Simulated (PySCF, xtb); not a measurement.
Mo(NH)(S)(Cl)(SH) (ClH₂MoNS₂), SMILES [Cl][Mo](=[NH])([SH])=[S], multiplicity 1. Other conformers were not sampled.

Harmonic wavenumbers (cm⁻¹) from GFN2-xTB (xtb 6.7.1) at its own minimum, in rising order: 98, 123, 131, 150, 182, 251, 311, 345, 507, 530, 577, 670, 996, 2313, 3415.

Q: What does PySCF with PBE0-D3(BJ)/def2-SVP give at its own minimum? (The exact figures need the calculation; the answer reports its results.)

A: 115, 144, 150, 197, 244, 343, 396, 420, 532, 583, 627, 684, 1039, 2689, 3604. Paired by order, the mean absolute difference is 78 cm⁻¹ and the zero-point energies are 15.2 and 16.8 kcal/mol.
